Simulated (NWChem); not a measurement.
All runs are NWChem calculations. System: C₃H₁₀Si, charge 0, spin multiplicity 1, at a geometry optimised with B3LYP/def2-SVP. The structure started from a generated list of species. Level: RHF/def2-TZVP.

Output (cleaned and shortened):

```
             Northwest Computational Chemistry Package (NWChem) 7.3.0
             --------------------------------------------------------

                                NWChem Input Module
                                -------------------

 Scaling coordinates for geometry "geometry" by  1.889725989
 (inverse scale =  0.529177249)

 Turning off AUTOSYM since
 SYMMETRY directive was detected!

                             Geometry "geometry" -> ""
                             -------------------------

 Output coordinates in angstroms (scale by  1.889725989 to convert to a.u.)

  No.       Tag          Charge          X              Y              Z
 ---- ---------------- ---------- -------------- -------------- --------------
    1 C                    6.0000    -0.02818400     2.31407900     0.00000000
    2 C                    6.0000     0.65779700     0.93997800     0.00000000
    3 Si                  14.0000    -0.52336600    -0.54460300     0.00000000
    4 C                    6.0000     0.41891600    -2.18232700     0.00000000
    5 H                    1.0000     0.70570500     3.13713900     0.00000000
    6 H                    1.0000    -0.66913000     2.44763800    -0.88731300
    7 H                    1.0000    -0.66913000     2.44763800     0.88731300
    8 H                    1.0000     1.31958000     0.84430400     0.88035500
    9 H                    1.0000     1.31958000     0.84430400    -0.88035500
   10 H                    1.0000    -1.40855100    -0.47437600    -1.20613800
   11 H                    1.0000    -1.40855100    -0.47437600     1.20613800
   12 H                    1.0000     1.06145200    -2.27051700     0.89129900
   13 H                    1.0000    -0.27645100    -3.03717800     0.00000000
   14 H                    1.0000     1.06145200    -2.27051700    -0.89129900

 Effective nuclear repulsion energy (a.u.)     169.2997836000

            Nuclear Dipole moment (a.u.)
            ----------------------------
        X                 Y               Z
 ---------------- ---------------- ----------------
     0.0000113384    -0.0000056692     0.0000000000

      Symmetry information
      --------------------

 Group name             Cs
 Group number              2
 Group order               2
 No. of unique centers    10

      Symmetry unique atoms

     1    2    3    4    5    6    8   10   12   13


 Summary of "ao basis" -> "" (spherical)
 ------------------------------------------------------------------------------
[...]
   Bfn.  Coefficient  Atom+Function         Bfn.  Coefficient  Atom+Function
  ----- ------------  ---------------      ----- ------------  ---------------
    78      0.208991   3 Si py               38     -0.196258   2 C  py
    41     -0.191238   2 C  py               37     -0.187693   2 C  px
    40     -0.183397   2 C  px

 Vector   22  Occ=0.000000D+00  E= 1.286171D-01  Symmetry=a'
              MO Center=  4.2D-02, -1.3D+00, -1.3D-13, r^2= 9.1D+00
   Bfn.  Coefficient  Atom+Function         Bfn.  Coefficient  Atom+Function
  ----- ------------  ---------------      ----- ------------  ---------------
   104      5.420738   4 C  s                 5     -2.007116   1 C  s
    81      1.681617   3 Si py              175     -1.411718  12 H  s
   187     -1.411718  14 H  s                36      1.332515   2 C  s
   181     -1.269191  13 H  s                67     -1.210806   3 Si s
    80     -0.912011   3 Si px              103     -0.489104   4 C  s

 Vector   23  Occ=0.000000D+00  E= 1.321429D-01  Symmetry=a'
              MO Center=  2.3D-01,  7.8D-01, -2.0D-15, r^2= 8.8D+00
   Bfn.  Coefficient  Atom+Function         Bfn.  Coefficient  Atom+Function
  ----- ------------  ---------------      ----- ------------  ---------------
    36      3.812563   2 C  s                 5      2.755662   1 C  s
   151     -1.389597   8 H  s               157     -1.389597   9 H  s
    80     -1.240082   3 Si px              139     -1.092855   6 H  s
   145     -1.092855   7 H  s                67     -1.043397   3 Si s
    81     -1.026261   3 Si py              133     -1.008821   5 H  s

 Vector   24  Occ=0.000000D+00  E= 1.654037D-01  Symmetry=a'
              MO Center= -1.2D+00, -1.3D-02,  4.1D-16, r^2= 1.1D+01
   Bfn.  Coefficient  Atom+Function         Bfn.  Coefficient  Atom+Function
  ----- ------------  ---------------      ----- ------------  ---------------
     5      4.267990   1 C  s                36     -3.448718   2 C  s
    67      2.651821   3 Si s                80      2.106604   3 Si px
   133     -1.556617   5 H  s               181     -1.346616  13 H  s
   139     -1.311685   6 H  s               145     -1.311685   7 H  s
   112     -1.049518   4 C  py               81      0.959328   3 Si py

 center of mass
 --------------
 x =  -0.02592006 y =  -0.02991089 z =   0.00000000

 moments of inertia (a.u.)
 ------------------
         684.027673408264          -7.626391828512           0.000000000000
          -7.626391828512         121.063029216879           0.000000000000
           0.000000000000           0.000000000000         750.219766673575

  Mulliken analysis of the total density
  --------------------------------------

    Atom       Charge   Shell Charges
 -----------   ------   -------------------------------------------------------
    1 C    6     6.32   0.85  1.12  0.47  0.67  0.10  1.24  1.39  0.38  0.02  0.06  0.00
    2 C    6     6.32   0.85  1.12  0.46  0.71  0.01  1.23  1.47  0.37  0.02  0.07  0.00
    3 Si  14    13.57   2.00  0.58  1.39  0.78  0.44  4.12  1.73  0.53  1.33  0.26  0.15  0.22  0.04
    4 C    6     6.51   0.85  1.12  0.46  0.71  0.06  1.24  1.51  0.48  0.01  0.03  0.00
    5 H    1     0.89   0.26  0.50  0.11  0.02
    6 H    1     0.89   0.26  0.50  0.11  0.02
    7 H    1     0.89   0.26  0.50  0.11  0.02
    8 H    1     0.90   0.26  0.50  0.12  0.02
    9 H    1     0.90   0.26  0.50  0.12  0.02
   10 H    1     1.07   0.24  0.57  0.26  0.01
   11 H    1     1.07   0.24  0.57  0.26  0.01
   12 H    1     0.88   0.26  0.49  0.11  0.02
   13 H    1     0.88   0.26  0.49  0.11  0.02
   14 H    1     0.88   0.26  0.49  0.11  0.02

       Multipole analysis of the density wrt the origin
       ------------------------------------------------

     L   x y z        total         open         nuclear
     -   - - -        -----         ----         -------
     0   0 0 0     -0.000000      0.000000     42.000000

     1   1 0 0      0.305917      0.000000      0.000011
     1   0 1 0     -0.016573      0.000000     -0.000006
     1   0 0 1      0.000000      0.000000      0.000000

     2   2 0 0    -27.803745      0.000000     66.645161
     2   1 1 0      0.037121      0.000000      1.236126
     2   1 0 1      0.000000      0.000000      0.000000
     2   0 2 0    -26.970397      0.000000    404.933466
     2   0 1 1      0.000000      0.000000      0.000000
     2   0 0 2    -27.184985      0.000000     27.222452

 Task  times  cpu:       56.8s     wall:       56.8s

 Total times  cpu:       56.9s     wall:       56.9s
```

Problem. Write an NWChem input that would produce this output.

Solution. Several could match; the one computed here: 
```
start mol
memory heap 200 mb stack 800 mb global 1000 mb
geometry units angstroms nocenter noautoz
  C     -0.028184     2.314079     0.000000
  C      0.657797     0.939978     0.000000
  Si    -0.523366    -0.544603     0.000000
  C      0.418916    -2.182327     0.000000
  H      0.705705     3.137139     0.000000
  H     -0.669130     2.447638    -0.887313
  H     -0.669130     2.447638     0.887313
  H      1.319580     0.844304     0.880355
  H      1.319580     0.844304    -0.880355
  H     -1.408551    -0.474376    -1.206138
  H     -1.408551    -0.474376     1.206138
  H      1.061452    -2.270517     0.891299
  H     -0.276451    -3.037178     0.000000
  H      1.061452    -2.270517    -0.891299
  symmetry group Cs
end
basis spherical
  * library def2-tzvp
end
scf
  rhf
  nopen 0
  maxiter 100
  thresh 1e-7
  semidirect memsize 60000000 filesize 0
end
task scf energy
```
